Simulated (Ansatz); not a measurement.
Geometry optimisation, DFT PBEsol, scalar-relativistic, plane waves, PAW (Ansatz 0.2.0).

input.yaml

```yaml
crystal:
  lattice:
    - [0.0, 5.43, 5.43]
    - [5.43, 0.0, 5.43]
    - [5.43, 5.43, 0.0]
  atoms:
    - { symbol: Si, position: [0.0, 0.0, 0.0] }
    - { symbol: Si, position: [0.125, 0.125, 0.125] }
    - { symbol: Si, position: [0.0, 0.0, 0.5] }
    - { symbol: Si, position: [0.125, 0.125, 0.625] }
    - { symbol: Si, position: [0.0, 0.5, 0.0] }
    - { symbol: Si, position: [0.125, 0.625, 0.125] }
    - { symbol: Si, position: [0.0, 0.5, 0.5] }
    - { symbol: Si, position: [0.125, 0.625, 0.625] }
    - { symbol: Si, position: [0.5, 0.0, 0.0] }
    - { symbol: Si, position: [0.625, 0.125, 0.125] }
    - { symbol: Si, position: [0.5, 0.0, 0.5] }
    - { symbol: Si, position: [0.625, 0.125, 0.625] }
    - { symbol: Si, position: [0.5, 0.5, 0.0] }
    - { symbol: Si, position: [0.625, 0.625, 0.125] }
    - { symbol: Si, position: [0.5, 0.5, 0.5] }
    - { symbol: Si, position: [0.625, 0.625, 0.625] }
    - { symbol: Ge, position: [0.3669538, 0.3798174, 0.8710354] }
basis:
  ecutwfc: 420.0
kpoints:
  mp_grid: { grid: [2, 2, 2] }
hamiltonian:
  xc: pbesol
  pseudopotentials: { kind: paw, azcp: { folder: soft_1 } }
scf:
  occupations: { method: fermi_dirac, width: 0.05 }
  lower_state_search: "off"
relax:
  f_tol: 0.03
  max_steps: 60
  adjacent_minimum: "off"
```

Command:

```bash
$ ansatz run input.yaml --threads 1 --pin off --max-ram 3072MiB --backend cpu --events-out ev --progress --plain --runs-dir out
```

Question: Where does it end, and by what steps?

Answer: It converged. Limits of this set-up: PAW files made for another functional, a small cell, in which the defect meets its images. After 3 steps the energy has fallen by 0.337 eV; Si5 moved furthest, 0.07 Å.

```
step  energy less start (eV)  largest force component (eV/Å)  accepted
   0                  0.0000                           1.129       yes
   1                 -0.2992                           0.383       yes
   2                 -0.3356                           0.077       yes
   3                 -0.3369                           0.002       yes
```

```xyz
17
Lattice="0.0000 5.4300 5.4300 5.4300 0.0000 5.4300 5.4300 5.4300 0.0000" Properties=species:S:1:pos:R:3
Si -0.007 -0.010 0.006
Si 1.359 1.354 1.309
Si 2.723 2.720 0.007
Si 4.073 4.071 1.357
Si 2.756 -0.045 2.673
Si 4.120 1.354 4.071
Si 5.423 2.719 2.706
Si 6.788 4.021 4.071
Si -0.039 2.751 2.674
Si 1.358 4.116 4.072
Si 2.722 5.420 2.708
Si 4.026 6.784 4.072
Si 2.755 2.751 5.468
Si 4.073 4.067 6.786
Si 5.390 5.385 5.470
Si 6.787 6.784 6.834
Ge 6.788 6.781 4.071
```

Time of the run: 21 s on 1 thread of Arm Neoverse V2, with other jobs on the host, peak memory 0.54 GiB.
